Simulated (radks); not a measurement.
Values are calculated unless marked as measured or tabulated.
Numerical settings for the palladium ion Pd3+, [Kr] 4d7. Code: a radial shooting solver on a logarithmic mesh with Libxc functionals. Model: scalar-relativistic Kohn-Sham, PBE, spin-polarised, spherical densities, finite nucleus; open shells are filled with parallel spins first (spin-orbit coupling, left out, can overturn this in heavy ions); Fermi nuclear charge, rms radius 4.5318 fm. The defaults (mesh step 0.008 in ln r, mesh end at 40 bohr or more with all orbitals vanishing there, Anderson mixing 0.5 over 9 steps, residual threshold near 1e-9 with the energy settled to 1e-9 hartree or 1e-11 of itself, here a cap of 83 iterations) give E = -5043.4981 hartree and 4d at -40.269 eV in 15 iterations. Run on one thread of a shared host, so times are rough (Intel(R) Xeon(R) 6975P-C): 0.16 s of CPU time, 0.16 s wall, 15 iterations on 2189 mesh points. Changes against that run (0 stands for a change within the tolerance of the run):

| setting | iterations | converged | E (mhartree) | e(4d) (meV) | CPU (s) |
|---|---|---|---|---|---|
| mesh step in ln r 0.02 | 14 | yes | 0 | 0 | 0.06 |
| mesh step in ln r 0.003 | 23 | yes | 0 | 0 | 0.53 |
| mesh step in ln r 0.012 | 15 | yes | 0 | 0 | 0.11 |
| mesh end (bohr) 20 | 15 | yes | 0 | 0 | 0.15 |
| mesh end (bohr) 2 | 15 | yes | +4.15e+03 | +2.92e+04 | 0.14 |
| residual threshold 1e-05 | 10 | yes | 0 | -0.274 | 0.12 |
| residual threshold 0.001 | 10 | yes | 0 | -0.274 | 0.12 |
| mixing 2.5 | 23 | yes | 0 | 0 | 0.22 |
| linear mixing, mixing 0.2 | 83 | no | 0 | 0 | 0.68 |
| linear mixing, mixing 0.5 | 30 | yes | 0 | 0 | 0.26 |
| mixing history 3 | 21 | yes | 0 | 0 | 0.19 |
| iteration cap 8 | 8 | no | 0 | -0.766 | 0.09 |

Settings that end as converged yet miss the energy by more than 1 mhartree: mesh end (bohr) 2 (+4.15 hartree). A mesh that ends early acts as a hard wall.
